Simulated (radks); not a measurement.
Values are calculated unless marked as measured or tabulated.
Question: Valence configurations of the phosphorus ion P2+ (all share [Ne]). Level of theory: non-relativistic Kohn-Sham, PBEsol, spin-polarised, spherical densities, point nucleus; open shells are filled with parallel spins first (a radial shooting solver on a logarithmic mesh with Libxc functionals). Order these by energy: 3s1.5 3p1.5; 3s1 3p2; 3p3; 3s2 3p1; 3s0.5 3p2.5.

Answer: From the lowest, in eV above it: 3s2 3p1 0.000; 3s1.5 3p1.5 3.708; 3s1 3p2 6.638; 3s0.5 3p2.5 11.512; 3p3 16.393. NIST lists [Ne] 3s2 3p1 as the ground configuration; this level of theory agrees among the configurations tried. The energies are those of spherical high-spin densities, not of single terms.
